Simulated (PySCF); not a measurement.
ReOCl₅, SMILES [O]=[Re]([Cl])([Cl])([Cl])([Cl])[Cl], multiplicity 1.

The structure is a stationary point at B3LYP-D3(BJ)/def2-SVP. The multiplicity is an assumed one; other spin states were not compared. The def2 effective core potentials stand for the cores of Re; spin–orbit coupling is left out.

Two levels are set side by side: TDA-PBE/def2-SVPD (PySCF) and TDA-LC-ωPBE/def2-SVPD (PySCF). Vertical, same geometry. The lowest singlet is HOMO→LUMO 100 % with PBE and HOMO−1→LUMO 99 % with the other functional; states are paired by order. Differences are taken from unrounded values.

| quantity | TDA-LC-ωPBE | TDA-PBE | TDA-PBE minus TDA-LC-ωPBE |
|---|---|---|---|
| lowest singlet excitation (eV) | 1.29 | 0.79 | -0.51 |
| lowest triplet excitation (TDA) (eV) | 1.07 | 0.70 | -0.37 |

A lower first singlet is the usual sign of a functional without exact exchange. Differences between two approximate levels are no errors against the true value.

Rough cost on one machine, each run with all the roots and properties that it gave: TDA-LC-ωPBE against TDA-PBE about 3 times.
